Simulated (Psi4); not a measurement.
C₃H₆NO, doublet, at a GFN2-xTB geometry; BHHLYP/STO-3G in Psi4.

Psi4 was given this input:
```
memory 2 GB

molecule {
0 2
  C    -0.57340588   -1.04248401   -0.84747629
  N     0.22580332   -0.27232099   -0.07484776
  C     1.57408486   -0.72022017    0.18317111
  C    -0.22793319    0.90634106    0.45338122
  O    -1.34568634    1.34977580    0.28262936
  H    -0.19354223   -1.95873990   -1.24751590
  H    -1.57037703   -0.70052078   -1.03182152
  H     1.56102399   -1.68796428    0.68836733
  H     2.08952465    0.00057103    0.81554840
  H     2.12384536   -0.82477924   -0.75424729
  H     0.53791799    1.41765245    1.05811220
}

set basis sto-3g
set reference uks
set scf_type pk
set puream true
set d_convergence 1e-8
set dft_radial_points 99
set dft_spherical_points 590

energy('bhhlyp')
print_variables()
```

Output, abridged:

```
   => Loading Basis Set <=

    Name: STO-3G
    Role: ORBITAL
    Keyword: BASIS

         ---------------------------------------------------------
                                   SCF
               by Justin Turney, Rob Parrish, Andy Simmonett
                          and Daniel G. A. Smith
                              UKS Reference
         ---------------------------------------------------------

  ==> Geometry <==

    Molecular point group: c1
    Full point group: C1

    Geometry (in Angstrom), charge = 0, multiplicity = 2:

       Center              X                  Y                   Z               Mass
    ------------   -----------------  -----------------  -----------------  -----------------
         C           -0.510871799788    -1.094072728743    -0.853947244386    12.000000000000
         N            0.288337400212    -0.323909708743    -0.081318714386    14.003074004430
         C            1.636618940212    -0.771808888743     0.176700155614    12.000000000000
         C           -0.165399109788     0.854752341257     0.446910265614    12.000000000000
         O           -1.283152259788     1.298187081257     0.276158405614    15.994914619570
         H           -0.131008149788    -2.010328618743    -1.253986854386     1.007825032230
         H           -1.507842949788    -0.752109498743    -1.038292474386     1.007825032230
         H            1.623558070212    -1.739552998743     0.681896375614     1.007825032230
         H            2.152058730212    -0.051017688743     0.809077445614     1.007825032230
         H            2.186379440212    -0.876367958743    -0.760718244386     1.007825032230
         H            0.600452070212     1.366063731257     1.051641245614     1.007825032230

  Running in c1 symmetry.

  Rotational constants: A =      0.34280  B =      0.14321  C =      0.10297 [cm^-1]
  Rotational constants: A =  10277.00348  B =   4293.39616  C =   3086.87013 [MHz]
  Nuclear repulsion =  174.420884637218080

  Charge       = 0
  Multiplicity = 2
  Electrons    = 39
  Nalpha       = 20
  Nbeta        = 19

  ==> Algorithm <==

  SCF Algorithm Type is PK.
  DIIS enabled.
  MOM disabled.
  Fractional occupation disabled.
  Guess Type is SAD.
  Energy threshold   = 1.00e-06
  Density threshold  = 1.00e-08
  Integral threshold = 1.00e-12

  ==> Primary Basis <==

  Basis Set: STO-3G
    Blend: STO-3G
    Number of shells: 21
    Number of basis functions: 31
    Number of Cartesian functions: 31
[...]
      Ntotal   =   38.9999977780 ; deviation = -2.222e-06

   @Spin Contamination Metric:   2.862866037E-02
   @S^2 Expected:                7.500000000E-01
   @S^2 Observed:                7.786286604E-01
   @S   Expected:                5.000000000E-01
   @S   Observed:                5.000000000E-01

    Orbital Energies [Eh]
    ---------------------

    Alpha Occupied:

[...]
    Alpha Virtual:

[...]
    Beta Occupied:

[...]
      19A     -0.222087

    Beta Virtual:

[...]
    Final Occupation by Irrep:
              A
    DOCC [    19 ]
    SOCC [     1 ]
    NA   [    20 ]
    NB   [    19 ]

  @UKS Final Energy:  -244.49511715233956

   => Energetics <=

    Nuclear Repulsion Energy =            174.4208846372180801
    One-Electron Energy =                -678.0509832701606001
    Two-Electron Energy =                 276.7742269409855567
    DFT Exchange-Correlation Energy =     -17.6392454603825897
    Empirical Dispersion Energy =           0.0000000000000000
    VV10 Nonlocal Energy =                  0.0000000000000000
    Total Energy =                       -244.4951171523395601

  UHF NO Occupations:
  HONO-2 :   18  A 1.9987733
  HONO-1 :   19  A 1.9873922
  HONO-0 :   20  A 1.0000000
  LUNO+0 :   21  A 0.0126078
  LUNO+1 :   22  A 0.0012267
  LUNO+2 :   23  A 0.0003218
  LUNO+3 :   24  A 0.0001736

Computation Completed

Properties will be evaluated at   0.000000,   0.000000,   0.000000 [a0]

Properties computed using the SCF density matrix

 Multipole Moments:

 ------------------------------------------------------------------------------------
     Multipole            Electronic (a.u.)      Nuclear  (a.u.)        Total (a.u.)
 ------------------------------------------------------------------------------------

 L = 1.  Multiply by 2.5417464519 to convert [e a0] to [Debye]
 Dipole X            :         -3.6019028            4.6087191            1.0068163
 Dipole Y            :          3.2556119           -3.8020534           -0.5464415
 Dipole Z            :          0.5427420           -0.4769049            0.0658371
 Magnitude           :                                                    1.1474371

 ------------------------------------------------------------------------------------

  Variable Map:
  ----------------------------------------------------------------------------
[...]
  Array Variable Map:
  ----------------------------------------------------------------------------
[...]
[...]
```
